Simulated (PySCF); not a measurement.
## Electron correlation in Se (selenium, neutral)

[Ar] 3d10 4s1 4p4 5s1, high-spin 5P determinant (an excited configuration). Computed with PySCF 2.14 in aug-cc-pwCVDZ-PP with ECP10MDF (6s5p4d1f, 48 functions), with a scalar-relativistic core potential. Frozen: 3s2 3p6 3d10; 6 electrons correlated.

MP2 pair energies summed by pair of shells (mhartree):

```tsv
pair	energy	share (%)
4p-4p	-58.60	70.5
4p-5s	-17.84	21.5
4s-4p	-6.44	7.8
4s-5s	-0.24	0.3
```

Total MP2 correlation energy: -83.13 mhartree.

Same-spin part -24.78 and opposite-spin part -58.36 mhartree; SCS-MP2 scales them by 1/3 and 6/5 to -78.29 mhartree.
